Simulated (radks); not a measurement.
Problem. Neutral arsenic, configuration [Ar] 3d10 4s2 4p(up 1.875, down 1.125) (fractional occupations, a model configuration). All-electron calculation, scalar-relativistic Kohn-Sham, PBEsol, spin-polarised, spherical densities, finite nucleus; Fermi nuclear charge, rms radius 4.0968 fm. Program: a radial shooting solver on a logarithmic mesh with Libxc functionals. Some entries of the table are withheld. Estimate them.

orbital   occ.  eigenvalue (eV)  <1/r> (bohr^-1)
1s up        1        -11709.87            33.45
1s down      1        -11709.84            33.45
2s up        1        -1485.526            7.363
2s down      1        -1485.512            7.363
2p up        3        -1302.985            7.218
2p down      3        -1302.959            7.218
3s up        1        -189.8975            2.384
3s down      1        -189.8625            2.384
3p up        3        -133.4641            2.231
3p down      3        -133.4233            2.231
3d up        5         -40.6535            1.907
3d down      5         -40.5862            1.908
4s up        1         -14.7551           0.6796
4s down      1         -14.1986           0.6815
4p up    1.875              (1)              (2)
4p down  1.125              (3)              (4)

Solution. 
(1) 4p up eigenvalue (eV): -5.4464
(2) 4p up <1/r> (bohr^-1): 0.5179
(3) 4p down eigenvalue (eV): -4.8949
(4) 4p down <1/r> (bohr^-1): 0.5142
